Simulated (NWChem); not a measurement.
## Total energies of diselenium (Se$_{2}$)

```xyz
2

Se     0.0000     0.0000     1.0997
Se     0.0000     0.0000    -1.0997
```
Charge 0, spin multiplicity 3.

Everything below was run with NWChem. Structure: optimised with UPBE/def2-SVP, a minimum by its harmonic frequencies.

Basis set: 6-31G* (64 functions).

| method | total energy (Ha) | relative cost |
|---|---|---|
| UHF | -4799.09208 | 1 |
| UMP2 | -4799.59004 | 3 |
| UB2PLYP | -4801.75025 | under 3 |
| UPBE | -4801.80575 | under 3 |
| UB3LYP | -4802.58597 | under 3 |
| UBLYP | -4802.60143 | under 3 |

Total energies of different functionals aren't comparable as a measure of quality: only differences taken within one method are. Costs are rough ratios of processor time within this set of runs, SCF included, with UHF as 1.

The Hamiltonian is non-relativistic. The correlated methods keep 18 core orbitals frozen. B3LYP has NWChem's definition, with VWN1-RPA local correlation. The Pople sets run with spherical d functions. The unpaired electrons of the parent sit in orbitals of symmetry b2g and b3g (D2h labels of the run); other states weren't searched. No SCF solution was tested for a lower state. Open-shell Hartree-Fock references start from PBE0 orbitals; any time given for them includes that run.
